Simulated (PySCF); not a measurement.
Isomers of C8H5Cl, one GFN2-xTB conformer each. Single-point energies are computed at PBE0/pcSseg-1 (PySCF, gas phase, no added dispersion term), electronic only.

Question: Rank them by PBE0/pcSseg-1 energy, lowest first (kcal/mol).
A. `[CH:1]#[C:2][C:3]1=[C:4]([Cl:5])[C:6]/1=[CH:7]/[CH:8]=[CH2:9]` with C6–C7–C8–C9 180°
B. 1-chloro-3-ethynylbenzene (`C#Cc1cccc(Cl)c1`)

Answer: B (0.0), A (87.8).

As drawn, the lower has an aromatic ring, which the higher lacks; the higher has a three-membered ring and a C=C bond outside aromatic rings, which the lower lacks. GFN2-xTB itself gives, in the same order: 0.0, 82.7. Both levels put the same isomer lowest.

Q: Which frontier levels, dipoles and rotational constants go with these structures?

A: 
```csv
SMILES,"HOMO (eV, PBE0/pcSseg-1)",LUMO (eV),dipole (D),"A, B, C (MHz)"
C#Cc1cccc(Cl)c1,-7.15,-1.34,1.52,"2793, 897.0, 678.9"
C#CC1=C(Cl)C/1=C/C=C,-5.77,-2.01,1.86,"1627, 831.5, 550.2"
```
